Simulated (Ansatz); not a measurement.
A made-up structure of BH$_{2}$Se, doublet:

```json
{"atom": "B1", "x (Å)": "-0.0859", "y (Å)": "-0.7750", "z (Å)": "0.2786"}
{"atom": "Se2", "x (Å)": "0.3384", "y (Å)": "0.9902", "z (Å)": "-0.2027"}
{"atom": "H3", "x (Å)": "0.5644", "y (Å)": "-1.4534", "z (Å)": "1.0088"}
{"atom": "H4", "x (Å)": "0.1795", "y (Å)": "-1.8922", "z (Å)": "0.2161"}
```

It is relaxed with PBE-D4/def2-SVP and then PBE0-D4/def2-TZVP (Ansatz 0.2.0). Atoms count as bonded within 1.22 times the sum of their covalent radii (H–H: 0.88 Å). The end point is not checked to be a true minimum.

Task: Does its bonding change? (Judge from chemistry; the calculation decides.)

Result: Computed: No: no bond forms or breaks.

Where it ends: The first stage lowers the energy by 2.47 eV in 8 steps. It ends as BH₂Se ([BH2][Se]):
B1  (0.255, -0.947, 0.383)
Se2  (0.194, 0.808, -0.238)
H3  (0.722, -1.167, 1.462)
H4  (-0.174, -1.824, -0.307)
(Å)

Labels in which every atom is bracketed show which atoms are joined, not bond orders.

For scale, one of the runs: PBE0-D4/def2-TZVP relaxation, 91 basis functions, launched by `ansatz run in.yaml --threads 2 --pin off --events-out ev --progress --plain --max-ram 4352MiB`. Hardware: 2 CPU threads of an Arm Neoverse V2, shared host. Wall time about 11 s.
